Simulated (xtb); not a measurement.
C6H12N (SMILES C[C]=NC(C)(C)C), doublet, from a rough starting geometry; GFN2-xTB run with xtb.

Input for xtb:
```
$ xtb mol.xyz --gfn 2 --uhf 1 --opt vtight --json

# file mol.xyz
19

C      3.10482038     0.22442714     0.15890926
C      1.62756561     0.31361537     0.35662769
N      0.71102354    -0.18883840    -0.31618775
C     -0.66336382    -0.18357168    -0.11459875
C     -1.05467429    -0.75986381     1.22575078
C     -1.33804133    -0.88079090    -1.18873898
C     -1.11710290     1.36006373    -0.12409169
H      3.40396630     1.17439641    -0.22829933
H      3.34014423    -0.59127321    -0.43556840
H      3.53864350     0.17165278     1.14233268
H     -0.78926936    -1.80712947     1.29541080
H     -2.14570765    -0.69587681     1.33333698
H     -0.64171441    -0.21581141     2.07808460
H     -2.40743028    -0.84218948    -1.23055773
H     -0.98910023    -0.43731523    -2.18675879
H     -1.02278351    -1.95252087    -1.22742256
H     -0.67752374     1.95446815     0.61141243
H     -0.87680033     1.87395991    -1.12041656
H     -2.20293032     1.43766348    -0.01530979
```

Problem. What does xtb print? Leave out banner, timings and long lists.

Solution. 
```
   ID    Z sym.   atoms
    1    6 C      1, 2, 4-7
    2    7 N      3
    3    1 H      8-19

           -------------------------------------------------
          |                Calculation Setup                |
           -------------------------------------------------

           -------------------------------------------------
          |                 G F N 2 - x T B                 |
           -------------------------------------------------

          ...................................................
          :                      SETUP                      :
          :.................................................:
          :  # basis functions                  40          :
          :  # atomic orbitals                  40          :
          :  # shells                           26          :
          :  # electrons                        41          :
          :  max. iterations                   250          :
          :  Hamiltonian                  GFN2-xTB          :
          :  restarted?                      false          :
          :  GBSA solvation                  false          :
          :  PC potential                    false          :
          :  electronic temp.          300.0000000     K    :
          :  accuracy                    1.0000000          :
          :  -> integral cutoff          0.2500000E+02      :
          :  -> integral neglect         0.1000000E-07      :
          :  -> SCF convergence          0.1000000E-05 Eh   :
          :  -> wf. convergence          0.1000000E-03 e    :
          :  Broyden damping             0.4000000          :
          :  net charge                          0          :
          :  unpaired electrons                  1          :
          ...................................................

 iter      E             dE          RMSdq      gap      omega  full diag
   1    -22.0880276 -0.220880E+02  0.282E+00    1.77       0.0  T
   2    -22.1085881 -0.205605E-01  0.202E+00    1.73       1.0  T
   3    -22.1157660 -0.717795E-02  0.110E+00    1.67       1.0  T
   4    -22.1245935 -0.882749E-02  0.435E-01    1.66       1.0  T
   5    -22.1257120 -0.111845E-02  0.987E-02    1.65       1.0  T
   6    -22.1257570 -0.450160E-04  0.356E-02    1.65       1.0  T
   7    -22.1257594 -0.244260E-05  0.148E-02    1.65       1.5  T
   8    -22.1257600 -0.573094E-06  0.231E-03    1.65       9.9  T
   9    -22.1257600 -0.396410E-07  0.782E-04    1.65      29.3  T
  10    -22.1257600 -0.380773E-08  0.129E-04    1.65     177.9  T

   *** convergence criteria satisfied after 10 iterations ***

         :::::::::::::::::::::::::::::::::::::::::::::::::::::
         ::                     SUMMARY                     ::
         :::::::::::::::::::::::::::::::::::::::::::::::::::::
         :: total energy             -21.782710264722 Eh    ::
         :: gradient norm              0.155461040209 Eh/a0 ::
         :: HOMO-LUMO gap              1.653410404308 eV    ::
         ::.................................................::
         :: SCC energy               -22.125704177617 Eh    ::
         :: -> isotropic ES            0.008751445180 Eh    ::
         :: -> anisotropic ES          0.005900078504 Eh    ::
         :: -> anisotropic XC          0.016272487805 Eh    ::
         :: -> dispersion             -0.011697085437 Eh    ::
         :: repulsion energy           0.342993912895 Eh    ::
         :: add. restraining           0.000000000000 Eh    ::
         :: total charge              -0.000000000000 e     ::
         :::::::::::::::::::::::::::::::::::::::::::::::::::::

      -----------------------------------------------------------
     |                   =====================                   |
     |                        A N C O P T                        |
     |                   =====================                   |
     |               Approximate Normal Coordinate               |
     |                Rational Function Optimizer                |
      -----------------------------------------------------------
      -----------------------------------------------------------
     |                   =====================                   |
     |                        A N C O P T                        |
     |                   =====================                   |
     |               Approximate Normal Coordinate               |
     |                Rational Function Optimizer                |
      -----------------------------------------------------------

          ...................................................
          :                      SETUP                      :
          :.................................................:
          :   optimization level         verytight          :
          :   max. optcycles                   380          :
          :   ANC micro-cycles                  20          :
          :   degrees of freedom                51          :
          :.................................................:
          :   RF solver                   davidson          :
          :   write xtbopt.log                true          :
          :   linear?                        false          :
          :   energy convergence         0.1000000E-06 Eh   :
          :   grad. convergence          0.2000000E-03 Eh/α :
          :   maxmium RF displ.          1.0000000          :
          :   Hlow (freq-cutoff)         0.1000000E-01      :
          :   Hmax (freq-cutoff)         5.0000000          :
          :   S6 in model hess.         20.0000000          :
          ...................................................

generating ANC from exact Hessian ...
Using Lindh-Hessian (1995)
 Shifting diagonal of input Hessian by    7.4903567753975605E-003
 Lowest  eigenvalues of input Hessian
    0.000000    0.000000    0.000000    0.000000    0.000000    0.000000
[...]
 * total energy  :   -21.8040822 Eh     change       -0.4882003E-06 Eh
 * total energy  :   -21.8040829 Eh     change       -0.7357573E-06 Eh
 * total energy  :   -21.8040840 Eh     change       -0.1034015E-05 Eh
 * total energy  :   -21.8040846 Eh     change       -0.6226209E-06 Eh
 * total energy  :   -21.8040849 Eh     change       -0.3540220E-06 Eh
 * total energy  :   -21.8040849 Eh     change        0.1301428E-07 Eh
 * total energy  :   -21.8040852 Eh     change       -0.2333073E-06 Eh
 * total energy  :   -21.8040854 Eh     change       -0.2403715E-06 Eh
 * total energy  :   -21.8040856 Eh     change       -0.2475627E-06 Eh
 * total energy  :   -21.8040858 Eh     change       -0.1444985E-06 Eh
 * total energy  :   -21.8040858 Eh     change        0.2871993E-07 Eh
 * total energy  :   -21.8040859 Eh     change       -0.9481700E-07 Eh
   *** GEOMETRY OPTIMIZATION CONVERGED AFTER 74 ITERATIONS ***
         :: total energy             -21.804085860661 Eh    ::
[...]
         1        2.0000           -0.6394349             -17.3999
       ...           ...                  ...                  ...
         9        2.0000           -0.5031933             -13.6926
        10        2.0000           -0.4945797             -13.4582
        11        2.0000           -0.4844490             -13.1825
        12        2.0000           -0.4758304             -12.9480
        13        2.0000           -0.4679294             -12.7330
        14        2.0000           -0.4674371             -12.7196
        15        2.0000           -0.4504481             -12.2573
        16        2.0000           -0.4481034             -12.1935
        17        2.0000           -0.4437824             -12.0759
        18        2.0000           -0.4352059             -11.8426
        19        2.0000           -0.4168125             -11.3420
        20        2.0000           -0.4090484             -11.1308
        21        1.0000           -0.2697424              -7.3401 (HOMO)
        22                         -0.2005502              -5.4572 (LUMO)
        23                          0.0515629               1.4031
        24                          0.0966125               2.6290
        25                          0.1075943               2.9278
        26                          0.1140765               3.1042
        27                          0.1509999               4.1089
        28                          0.1743801               4.7451
        29                          0.2008016               5.4641
        30                          0.2022994               5.5048
        31                          0.2123811               5.7792
        32                          0.2244411               6.1074
       ...                                ...                  ...
        40                          0.6803568              18.5135
      -------------------------------------------------------------
                  HL-Gap            0.0691921 Eh            1.8828 eV
             Fermi-level           -0.2872708 Eh           -7.8170 eV

     #   Z          covCN         q      C6AA      α(0)
     1   6 C        3.755    -0.092    22.303     6.734
     2   6 C        1.902    -0.024    31.749     9.100
     3   7 N        1.838    -0.169    25.460     7.478
     4   6 C        3.844     0.097    18.956     6.193
     5   6 C        3.763    -0.109    22.630     6.781
     6   6 C        3.763    -0.109    22.632     6.781
     7   6 C        3.757    -0.113    22.717     6.796
     8   1 H        0.925     0.053     2.279     2.361
     9   1 H        0.924     0.044     2.397     2.421
    10   1 H        0.925     0.054     2.276     2.359
    11   1 H        0.925     0.046     2.371     2.408
    12   1 H        0.925     0.039     2.467     2.456
    13   1 H        0.925     0.039     2.456     2.451
    14   1 H        0.925     0.039     2.468     2.457
    15   1 H        0.925     0.040     2.455     2.450
    16   1 H        0.925     0.046     2.370     2.408
    17   1 H        0.925     0.041     2.436     2.441
    18   1 H        0.925     0.041     2.438     2.442
    19   1 H        0.925     0.038     2.471     2.458

 Mol. C6AA /au·bohr⁶  :       2763.710678
 Mol. C8AA /au·bohr⁸  :      59523.695144
 Mol. α(0) /au        :         78.973837

Wiberg/Mayer (AO) data.
largest (>0.10) Wiberg bond orders for each atom

 ---------------------------------------------------------------------------
     #   Z sym  total        # sym  WBO       # sym  WBO       # sym  WBO
 ---------------------------------------------------------------------------
     1   6 C    3.995 --     2 C    1.061     8 H    0.963    10 H    0.963
                             9 H    0.960
     2   6 C    3.375 --     3 N    2.175     1 C    1.061
     3   7 N    3.302 --     2 C    2.175     4 C    0.989
     4   6 C    3.977 --     3 N    0.989     6 C    0.983     5 C    0.983
                             7 C    0.980
     5   6 C    3.995 --    13 H    0.986    11 H    0.986    12 H    0.985
                             4 C    0.983
     6   6 C    3.995 --    15 H    0.986    16 H    0.986    14 H    0.985
                             4 C    0.983
     7   6 C    3.995 --    18 H    0.985    19 H    0.985    17 H    0.985
                             4 C    0.980
     8   1 H    0.997 --     1 C    0.963
     9   1 H    0.997 --     1 C    0.960
    10   1 H    0.996 --     1 C    0.963
    11   1 H    0.998 --     5 C    0.986
    12   1 H    0.998 --     5 C    0.985
    13   1 H    0.998 --     5 C    0.986
    14   1 H    0.998 --     6 C    0.985
    15   1 H    0.998 --     6 C    0.986
    16   1 H    0.998 --     6 C    0.986
    17   1 H    0.998 --     7 C    0.985
    18   1 H    0.998 --     7 C    0.985
    19   1 H    0.998 --     7 C    0.985
 ---------------------------------------------------------------------------

Topologies differ in total number of bonds
Writing topology from bond orders to xtbtopo.mol

molecular dipole:
                 x           y           z       tot (Debye)
 q only:       -0.128       0.051       0.001
   full:       -0.035       0.078       0.002       0.218
molecular quadrupole (traceless):
                xx          xy          yy          xz          yz          zz
 q only:        2.505       0.888      -1.255       0.056       0.013      -1.249
  q+dip:        4.061       1.040      -2.157       0.090       0.015      -1.904
   full:        3.587       0.753      -2.524       0.073       0.017      -1.063

optimized geometry written to: xtbopt.xyz

           -------------------------------------------------
          | TOTAL ENERGY              -21.804085860661 Eh   |
          | GRADIENT NORM               0.000033872810 Eh/α |
          | HOMO-LUMO GAP               1.882814055564 eV   |
           -------------------------------------------------

normal termination of xtb
```
